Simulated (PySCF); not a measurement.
Polarisability and C₆ of Mn⁺ (manganese, charge +1)

[Ar] 3d5 4s1, high-spin 7S determinant. Computed with PySCF 2.14 in dyall-av2z, with the non-relativistic Hamiltonian (point nucleus). Coupled (time-dependent) response in atomic units; α is the mean over directions. A double-zeta set is small for polarisabilities.

```tsv
method	mean α (bohr³)	C₆ (like pair)	S(−4)
UHF	40.28	222.3	1516
PBE	28.56	148.2	663.6
PBE0	30.93	161.9	812.3
```

S(−4) is the Cauchy moment in α(ω) = α(0) + S(−4) ω² + …

α(iu) at PBE0:

```json
{"u (hartree)": "0", "α(iu) (bohr³)": "30.93"}
{"u (hartree)": "0.0500", "α(iu) (bohr³)": "29.04"}
{"u (hartree)": "0.100", "α(iu) (bohr³)": "24.68"}
{"u (hartree)": "0.200", "α(iu) (bohr³)": "16.09"}
{"u (hartree)": "0.300", "α(iu) (bohr³)": "10.87"}
{"u (hartree)": "0.500", "α(iu) (bohr³)": "6.171"}
{"u (hartree)": "0.750", "α(iu) (bohr³)": "3.942"}
{"u (hartree)": "1.00", "α(iu) (bohr³)": "2.888"}
{"u (hartree)": "1.50", "α(iu) (bohr³)": "1.840"}
{"u (hartree)": "2.00", "α(iu) (bohr³)": "1.304"}
{"u (hartree)": "3.00", "α(iu) (bohr³)": "0.7704"}
{"u (hartree)": "5.00", "α(iu) (bohr³)": "0.3718"}
```

A single London oscillator, α(iu) = α/(1 + u²/ω²), gives C₆ = (3/4) ω α². Matching the computed C₆ needs ω = 4 × 161.9 / (3 × 30.93²) = 0.226 hartree.

For an ion, C₆ is the dispersion term alone; charge-induced terms of lower order in 1/R come first.
